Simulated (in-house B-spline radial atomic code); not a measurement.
Ionisation energies along the 13-electron series, configuration 1s2 2s2 2p6 3s2 3p1/2(1), as differences of self-consistent energies. Dirac energy differences include first-order Breit, QED and recoil terms. NIST's values go from ground level to ground level; the uncertainty of those that are theory runs from under 0.1 % in few-electron ions to several per cent in heavy many-electron ones. Computed with a B-spline radial code for spherical atoms: Dirac-Hartree-Fock, jj configuration that fills j = l - 1/2 first, finite nuclei.

```csv
ion,configuration after,ionisation energy (eV),IE/(q+1)² (eV),-ε less Coulomb ΔSCF (eV),Breit and QED recoil part (eV),tabulated value (eV),tabulated kind,computed minus tabulated (eV)
Al,[Ne] 3s2,5.50,5.498,0.21562,-0.00051782,5.985769,measured,-0.49
Si+,[Ne] 3s2,?,?,?,?,?,measured,?
P2+,[Ne] 3s2,29.47,3.2742,0.24235,-0.0054434,30.20264,measured,-0.73
S3+,[Ne] 3s2,46.54,2.9089,0.24723,-0.0098374,47.222,semi-empirical,-0.68
Cl4+,[Ne] 3s2,?,?,?,?,?,semi-empirical,?
Ar5+,[Ne] 3s2,90.34,2.5093,0.25705,-0.023229,91.29,measured,-0.95
K6+,[Ne] 3s2,116.97,2.3872,0.262,-0.032676,117.56,measured,-0.59
Ca7+,[Ne] 3s2,146.74,2.2928,0.26685,-0.044139,147.24,measured,-0.50
Sc8+,[Ne] 3s2,?,?,?,?,?,measured,?
Ti9+,[Ne] 3s2,215.64,2.1564,0.27607,-0.073796,215.92,measured,-0.28
V10+,[Ne] 3s2,254.76,2.1055,0.28039,-0.092444,254.8,semi-empirical,-0.04
```

Q: Fill in the row of Si+.

A: ionisation energy (eV): 15.72; IE/(q+1)² (eV): 3.9299; -ε less Coulomb ΔSCF (eV): 0.23596; Breit and QED recoil part (eV): -0.0023909; tabulated value (eV): 16.34585; computed minus tabulated (eV): -0.63.

Q: Fill in the row of Cl4+.

A: ionisation energy (eV): 66.85; IE/(q+1)² (eV): 2.674; -ε less Coulomb ΔSCF (eV): 0.25209; Breit and QED recoil part (eV): -0.015712; tabulated value (eV): 67.68; computed minus tabulated (eV): -0.83.

Q: Fill in the row of Sc8+.

A: ionisation energy (eV): 179.63; IE/(q+1)² (eV): 2.2177; -ε less Coulomb ΔSCF (eV): 0.27155; Breit and QED recoil part (eV): -0.057746; tabulated value (eV): 180.03; computed minus tabulated (eV): -0.40.

Q: How far is this level of theory from the measured and semi-empirical values?

A: Over those 11 rows the differences run from -0.954 to -0.0379 eV (mean absolute value 0.56 eV). The calculation leaves out correlation and, in open shells, the multiplet splittings that an average leaves out.
